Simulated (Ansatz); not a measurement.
Molecule: NO, net charge 0, quartet state. The spin state was set by rule; other spins were not relaxed. 
Geometry from a B3LYP-D3(BJ)/def2-TZVP (Ansatz, a first-principles code) optimisation:
SMILES: [N][O]
```xyz
2

N      0.0000     0.0000    -0.7573
O      0.0000     0.0000     0.6627
```
Charge 0, spin multiplicity 4.

Wanted: vertical electron affinity (to the triplet state of charge -1; a negative value means that the extra electron is unbound and the number depends on the basis; each state is the SCF solution reached for its spin), in eV. Cores are frozen in the correlated levels unless marked. UHF or UKS for open shells. Spin-orbit coupling is left out. No relativistic terms. Anions need diffuse functions: aug- sets have them; def2-D sets add few. CBS marks a two-point X^-3 extrapolation of the correlation energy; Hartree-Fock from the larger set.

Level to compare with: CCSD(T)/CBS(aug-cc-pVTZ,aug-cc-pVQZ) (Ansatz), 4.33 eV. It is a level with limits of its own, and the differences hold the functionals' basis error too.

Question: Rank these functionals by how close they come to CCSD(T)/CBS(aug-cc-pVTZ,aug-cc-pVQZ), closest first: PBE0/def2-TZVPD (Ansatz); B3LYP/def2-TZVPD (Ansatz); BHLYP/def2-TZVPD (Ansatz).

Answer: B3LYP/def2-TZVPD (global hybrid, 4.29 eV, difference -0.04), PBE0/def2-TZVPD (global hybrid, 4.02 eV, difference -0.31), BHLYP/def2-TZVPD (global hybrid, 3.60 eV, difference -0.73)
